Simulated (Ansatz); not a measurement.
```yaml
atoms:
  - { symbol: C, position_ang: [0.0432, -0.0472, -0.6826] }
  - { symbol: O, position_ang: [0.0315, -0.0475, 0.6784] }
  - { symbol: H, position_ang: [-0.0464, 0.8526, 0.9970] }
  - { symbol: H, position_ang: [0.0444, -1.0439, -1.1296] }
  - { symbol: H, position_ang: [-0.4060, 0.7948, -1.2116] }
```

Basis set: 6-31G* (spherical functions). Left uncorrelated: 2 orbitals. Charge 0, multiplicity 2.

Computed with Ansatz (development build ahead of 0.2.0); each method stands on the lowest determinant of its kind that the runs found.

The atomization energy at this shape (free ground-state atoms in the same class of orbitals less the molecule, no zero-point energy) of doublet CH₃O:

```tsv
method	atomization energy
UHF	1176.7 kJ/mol
```

Problem. What does UHF-MP2 give?

Solution. 1542.1 kJ/mol.
